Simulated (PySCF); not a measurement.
Gas-phase reaction: 2 TaOCl3 + 4 NH → 2 TaCl3NH + H2O + N2O. Level: PBE0/def2-TZVP; standard pressure 1 bar.

Method: PySCF energies plus ideal-gas RRHO corrections (1 bar). Open shells (unrestricted): NH (multiplicity 3); the rest are closed-shell singlets. Ta: scalar-relativistic def2 core potential, no spin-orbit coupling. TaCl3NH: computed as isolated molecules; such fragments, hydroxides, amides, oligomers or adducts are transient or little studied in the gas. The harmonic model lacks anharmonicity and excited electronic states, which grow with temperature; levels with a mode under 35 cm⁻¹ are left out. Soft modes under 120 cm⁻¹ make the harmonic entropy rough for TaOCl3, TaCl3NH.

| T (K) | 1000/T (1/K) | log10 K |
|---|---|---|
| 1200 | 0.8333 | 28.02 |
| 1400 | 0.7143 | ? |
| 1600 | 0.6250 | 16.94 |
| 1800 | 0.5556 | 13.26 |
| 2000 | 0.5000 | 10.32 |
| 2500 | 0.4000 | 5.06 |

Problem. Fit log10 K = a + b·(1000/T) to the five rows, get the mean ΔH° and ΔS°, and predict log10 K at 1400 K.

Solution. Means: 1000/T = 0.5828, log10 K = 14.720. Sums of products about the means: Sxy = 5.59521, Sxx = 0.105543, so b = Sxy/Sxx = 53.01 and a = 14.720 − (53.01)×0.5828 = -16.17.
ΔH° = −R ln 10 × 1000 K × b = −19.145 × (53.01) = -1015 kJ; ΔS° = R ln 10 × a = -310 J/K. The run's own values go from -1020 kJ and -313 J/K at 1200 K to -1003 kJ and -304 J/K at 2500 K.
Prediction at 1400 K: -16.17 + (53.01)×0.7143 = 21.70. The computed value is 21.68, 0.02 from the line.
For scale, ΔH°(298 K) is -1017 kJ at this level, -1022 kJ at ωB97M-V/def2-TZVP†, and runs from -2052 to -327 kJ over the 18 levels computed († marks an energy on the PBE0/def2-TZVP geometry).
